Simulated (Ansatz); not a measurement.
Mulliken charges of `OC1([SiH3])N=C1F` from ωB97M-V/def2-TZVPP in Ansatz (PBE0-D4/def2-TZVP geometry).

```csv
atom,x (Å),y (Å),z (Å),charge (e)
O1,1.349,0.127,1.029,-0.277
C2,0.342,0.247,0.103,-0.013
Si3,-0.674,-1.338,-0.041,0.196
N4,0.701,0.989,-1.278,-0.161
C5,-0.035,1.508,-0.429,0.256
F6,-0.643,2.650,-0.244,-0.139
H7,1.836,0.955,1.107,0.173
H8,-1.305,-1.645,1.267,-0.016
H9,-1.713,-1.101,-1.070,-0.011
H10,0.227,-2.444,-0.442,-0.007
```

Question: By hand: the dipole of these point charges (1 e Å = 4.8032 D).

Answer: Σ q r = (-0.187, -0.221, 0.022) e Å, of length 0.290 e Å = 1.39 D.

Question: How does the dipole of the full density compare? (An estimate is asked.)

Answer: Ansatz gave: (-0.093, 0.068, 0.281) e Å, 1.46 D; the point charges give 0.95 times that, at 84° from its direction.

Point charges leave out the atoms' own dipoles, such as those of lone pairs, and Mulliken's split depends on the basis, so the two needn't agree.
